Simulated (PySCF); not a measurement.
**Substituent chemical shifts**

Parent skeleton `[CH3:1][CH2:2][CH:3]=[CH:4][SiH2:5][CH2:6][F:7]`; one hydrogen on atom 3 is replaced by X. Hydrogens on one atom are averaged.

[PySCF 2.14: geometry from GFN2-xTB; PBE0/pcSseg-1 with gauge-including orbitals; no solvent; non-relativistic Hamiltonian; rapidly exchanging positions averaged; single conformer]

Chemical shifts δ = σref − σ; ¹³C and ²⁹Si and ¹H against TMS; ¹⁹F vs CFCl3, all at this level.

Parent (X = H): C1 16.7, C2 37.4, C3 164.1, C4 125.9, Si5 -49.7, C6 79.8, F7 -300.4, H(C1) 1.11, H(C2) 2.27 ppm. Effects are Δδ = δ(X) − δ(H), positive for deshielding.

Q: Order these by the shift of C2, most shielded first.
A. X = Cl
B. X = propynyl
C. X = CH2SiH3
D. X = CH2F
E. X = OCH3
F. X = COOH

A: E (-11.2 ppm), F (-8.5 ppm), D (-4.6 ppm), C (-0.9 ppm), A (+1.2 ppm), B (+3.7 ppm).

Q: Order these by the shift of H(C2), most shielded first.
A. X = Cl
B. X = COCH3
C. X = OCH3
D. X = CH2F

A: D (-0.29 ppm), C (-0.02 ppm), A (+0.17 ppm), B (+0.32 ppm).

Unscaled 19F shifts against computed CFCl3 carry errors that often reach 10 to 50 ppm.
